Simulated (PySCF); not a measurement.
Computed isotropic EPR data: UKS B3LYP (pcH-1 on C Cl F H N Si) in PySCF, non-relativistic with spin–orbit coupling as a perturbation, on GFN2-xTB geometries; isolated species, one conformer each; SCF stability not tested. Magnitudes for isotopes of over 50 % abundance, averaged over nuclei equivalent by connectivity (but not across a short bond from an atom whose three angles sum to over 350°); splittings under 0.05 mT are left out. A main spin site holds 60 % or more of the largest population. A GFN2-xTB geometry isn't a minimum of the functional, and hyperfine couplings can be far from their values at a DFT geometry, by a factor of two or more for some ions and for spin on atoms past the first row.

Problem. Match radicals and spectra.

1. `[CH]1N=CC[SiH2]1` [radical]
2. `C1=NC[SiH]C1` [radical]
3. `[C]1=NC[SiH2]C1` [radical]
4. `FC1=CC(Cl)=CC[CH]1` [radical]

A. g = 2.0022; 2 × 1H 56.7 G, 1 × 1H 13.2 G, 1 × 1H 10.0 G, 1 × 1H 10.0 G, 1 × 19F 9.3 G; width 15.6 mT
B. g = 2.0038; 1 × 1H 29.3 G, 2 × 1H 7.6 G, 2 × 1H 7.1 G; width 5.9 mT
C. g = 2.0024; 1 × 1H 15.3 G, 2 × 1H 14.2 G, 1 × 1H 13.9 G, 2 × 1H 11.8 G, 1 × 14N 2.0 G; width 8.5 mT
D. g = 2.0023; 1 × 14N 39.9 G, 2 × 1H 4.3 G, 2 × 1H 1.5 G, 2 × 1H 0.7 G; width 9.3 mT

Solution. 1–C, 2–B, 3–D, 4–A.

1. The largest Mulliken spin population is on carbon bonded to N, Si and H (0.67). The largest splitting, a 1:1 doublet of 1.53 mT, comes from one 1H nucleus (1 bond from a main spin site); 108 first-order lines in all.
2. The largest Mulliken spin population is on silicon bonded to 2 C and H (0.93). The largest splitting, a 1:1 doublet of 2.93 mT, comes from one 1H nucleus (1 bond from the main spin site); 18 first-order lines in all.
3. The largest Mulliken spin population is on carbon bonded to C and N (0.73). The largest splitting, a 1:1:1 triplet of 3.99 mT, comes from one 14N nucleus (1 bond from the main spin site); 81 first-order lines in all.
4. The largest Mulliken spin population is on carbon bonded to 2 C and H (0.56). The largest splitting, a 1:2:1 triplet of 5.67 mT, comes from two 1H nuclei (2 bonds from a main spin site); 48 first-order lines in all.

Means can hide wide spreads in the frozen geometry: [CH]1N=CC[SiH2]1, 2 × 1H from 16 to 64 MHz (mean 40); [CH]1N=CC[SiH2]1, 2 × 1H from 19 to 47 MHz (mean 33); C1=NC[SiH]C1, 2 × 1H from 10 to 29 MHz (mean 20). The drawing needn't show where the spin sits: the atom drawn as the radical centre holds a spin population of 0.43 in FC1=CC(Cl)=CC[CH]1.
